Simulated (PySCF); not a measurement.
Carbon: a sound run and one with changed settings

Sound run: C+ [He] 2s2 2p1, C(2+) [He] 2s2. Computed with PySCF 2.14 in x2c-TZVPall, with the spin-free X2C one-electron Hamiltonian (Gaussian nucleus). In the sound run the correlated levels freeze 1s2. The sound run starts from symmetry-adapted Hartree-Fock orbitals and uses a fine grid where one is needed.

Changed run: initial guess 1e, at most 50 SCF cycles.

```csv
species,method,sound run (hartree),changed run (hartree),converged
C+,UHF,-37.31066,-37.31066,yes
C+,PBE,-37.38780,-37.38780,yes
C+,CCSD(T),-37.38567,-37.38567,yes
C(2+),B3LYP,-36.53117,-36.53117,yes
C(2+),MP2,-36.46506,-36.46506,yes
```

Here the plain start reaches the same solutions.
